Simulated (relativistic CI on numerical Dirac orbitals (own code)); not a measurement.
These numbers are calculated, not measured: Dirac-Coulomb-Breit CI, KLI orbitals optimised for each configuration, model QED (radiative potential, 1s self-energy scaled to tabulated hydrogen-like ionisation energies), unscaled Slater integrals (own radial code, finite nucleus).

The strongest absorption lines from the ground level of an ion, among the configurations computed and to levels below about 1300 eV (vacuum wavelength in nm, gf): 1.1548 (0.37), 1.2246 (0.8), 1.2261 (0.11), 1.4202 (6.3), 1.4568 (0.43), 1.4623 (0.55), 1.8683 (0.37), 1.8843 (0.063).

Q: Which ion is it?
A. Ba28+
B. Sn22+
C. Xe26+
D. Te24+

A: C. Xe26+ has 28 electrons and the ground level 3s²3p⁶3d¹⁰ ¹S0; the strongest line goes to 3s²3p⁶3d⁹4f ¹P°1. The pattern of lines fixes the number of electrons, and along that sequence the line energies rise steadily with the charge (about as its square where n changes within one kind of shell, about linearly where n is kept but much faster in heavy ions where fine structure, which grows about as Z⁴, sets the gap, and irregularly where shells cross), which fixes Z. Configurations outside the model, such as inner-shell arrays, can give stronger lines. At this charge energies of transitions that change n are usually good to better than 1 %, and those within a shell (Δn = 0) to a few per cent.

LS names give the leading component of a level, which can be under half, so a name can repeat, a term be missing and a line seem to break the LS rules.
